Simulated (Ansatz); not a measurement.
Stepwise reaction of `C[S][Ge][S]C` with ammonia, as a gas-phase model of exchange steps in deposition or etching. ΔE in kJ/mol.

Isolated molecules relaxed with PBE0-D4/def2-TZVP in Ansatz; ΔE leaves out vibrations. CBS: MP2 limit from def2 TZ/QZ plus the TZ coupled-cluster correction, frozen cores. This one scheme is used for every species. Functionals use def2-TZVPP. B3LYP here is the variant with VWN-RPA as its local correlation; programs differ in this. For Ge outer-core shells are correlated without core-valence functions, which leaves a few kJ/mol of doubt a bond. Scalar relativity is left out up to krypton. Each species was taken in one conformer, which may not be the lowest.

```csv
step,reaction,PBE-D4,B3LYP-D4,ωB97M-V,CCSD(T)/CBS
2,`C[S][Ge][NH2]` + NH₃ → `[NH2][Ge][NH2]` + CH₃SH,52.5,45.8,39.8,43.7
```

(1) Give the row of step 1, `C[S][Ge][S]C` + NH₃ → `C[S][Ge][NH2]` + CH₃SH. (Best estimate.)

(2) By hand: ΔE of the 2 steps together at CCSD(T)/CBS.

Answers

(1) The calculation gave: 
```csv
step,reaction,PBE-D4,B3LYP-D4,ωB97M-V,CCSD(T)/CBS
1,`C[S][Ge][S]C` + NH₃ → `C[S][Ge][NH2]` + CH₃SH,51.4,44.9,37.1,43.1
```

(2) (43.1) + (43.7) = 86.8 kJ/mol, or 43.4 kJ/mol a step.

In ΔE the steps differ by no more than 0.6 kJ/mol. All are uphill at CCSD(T)/CBS. PBE-D4 differs from CCSD(T)/CBS by 8.3 to 8.8 kJ/mol a step. Isolated molecules leave out the surface, adducts and barriers. Largest T1 diagnostic: 0.014.
